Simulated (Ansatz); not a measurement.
A series at Ge: from `[I][GeH]([I])[I]`, ligands are replaced one by one, each step taking up H₂ and setting free HI; n counts the steps. Ansatz, PBE0-D4/def2-TZVP geometries.

CBS adds triple-zeta CCSD(T) − MP2 to the MP2 limit, frozen cores; atoms without spin–orbit coupling. Elements past krypton have def2 core potentials. Outer-core shells of Ge, I are correlated without core-valence functions. Scalar relativity is left out up to krypton. Spin–orbit coupling is left out.

```csv
n,molecule,"atomization energy, CCSD(T)/CBS (kJ/mol)"
0,`[I][GeH]([I])[I]`,1093.1
1,`[I][GeH2][I]`,1144.2
2,`[GeH3][I]`,?
3,GeH₄,1251.4
```

Task: By hand: fit a straight line y = ȳ + b (n − n̄) to the 3 given rows and predict n = 2.

Result: n̄ = 1.333, ȳ = 1162.90; Σ(n − n̄)(y − ȳ) = 246.80, Σ(n − n̄)² = 4.667, so b = 52.88 kJ/mol a step. Prediction: 1162.90 + (52.88) × (0.667) = 1198.2 kJ/mol.

Task: By hand: compare with the computed value, 1196.8 kJ/mol, and give the steps along the whole series.

Result: The line misses by -1.4 kJ/mol (computed minus predicted). Steps: 51.1, 52.6, 54.6 kJ/mol.

The steps differ by at most 3.5 kJ/mol, 7 % of a mean step, so the ligands' effects nearly add and a line is close. The miss is 0.9 % of the series' range. The energies themselves are unsure by some kJ/mol a bond, though much of that is common to the series.
